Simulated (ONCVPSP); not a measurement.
# Before and after: ONCV potential for Rb

```json
{
 "Element": "rubidium",
 "Generator": "ONCVPSP 4.0.1",
 "Type": "optimised norm-conserving Vanderbilt (ONCV)",
 "Functional": "PBEsol",
 "Relativity": "scalar-relativistic",
 "Frozen core": "[Ar] 3d10",
 "Valence charge": "9",
 "Reference configuration": "4s2 4p6 5s0.5 (charge +0.5)",
 "Partial waves": "4s+5s: rc 2.20 bohr, ncon 5, nbas 9, qcut 5 1/bohr, 2 projectors; 4p: rc 1.90 bohr, ncon 4, nbas 8, qcut 6.7 1/bohr, 2 projectors, debl 2.2 Ha; d scattering state at 0.26 Ha: rc 2.25 bohr, ncon 4, nbas 7, qcut 3.7 1/bohr, 1 projector",
 "Local potential": "polynomial inside 1.60 bohr (lpopt 5, dvloc0 -1 Ha)",
 "Core correction": "Teter function, fcfact 3.5, rcfact 1.45"
}
```

In the d channel the program set the typed energies aside and used 0.050 Ha.

All-electron outer shells of the reference configuration (PBEsol, scalar-relativistic, ld1.x):

| shell | level (eV) | outermost node (bohr) | outermost maximum (bohr) |
| --- | --- | --- | --- |
| 4s | -34.56 | 0.62 | 1.25 |
| 4p | -18.62 | 0.64 | 1.42 |
| 5s | -4.04 | 1.78 | 4.06 |

Change: s: qcut 7.4.

Cutoffs: the cutoffs (Ha) at which the residual kinetic energy of the hardest occupied pseudo-wave falls to 1 and 0.1 mHa per electron; they do not see the model core or the augmentation charge, which bear on the density cutoff. Errors are all-electron minus pseudo energies relative to the spin-unpolarised reference configuration.

Problem. How do hardness, ghosts and transferability respond?

Solution. The potential gets harder (13 Ha and 18 Ha → 16 Ha and 19 Ha); the errors of the 4 common tests hardly move; neither file shows a bound ghost. The waves are optimised to have the least kinetic energy above qcut, so the cutoff follows it (qcut²/2 in Ha).

| quantity | base | changed |
| --- | --- | --- |
| cutoff, loose | 13 Ha | 16 Ha |
| cutoff, tight | 18 Ha | 19 Ha |
| loose cutoff by channel | s 10.0 Ha, p 13 Ha | s 16 Ha, p 13 Ha |
| bound ghosts | none | none |
| GHOST(+) flags under 300 eV | s at 129.2 eV | s at 175.3 eV |
| error for 4s2 4p6 5s1, meV [ΔE -1.56 eV] | 0.0 | 0.0 |
| error for 4s2 4p6 5s0, meV [ΔE 2.51 eV] | -0.1 | -0.1 |
| error for 4s2 4p6 5s0 5p1, meV [ΔE -0.07 eV] | +0.1 | +0.1 |
| error for 4s2 4p6 4d1 5s0, meV [ΔE 0.65 eV] | -0.7 | -0.6 |
| s: phases at 2.24 bohr within 0.05 rad from the reference energy up to (Ha; the scan ends near 5) | 4.0 | to the end of the scan |
| p: phases at 1.93 bohr within 0.05 rad from the reference energy up to (Ha; the scan ends near 5) | to the end of the scan | to the end of the scan |
| d: phases at 2.28 bohr within 0.05 rad from the reference energy up to (Ha; the scan ends near 5) | 2.5 | 2.5 |
| rms error of d²Exc/dni dnj with the model core, mHa | 1.15 | 0.67 |
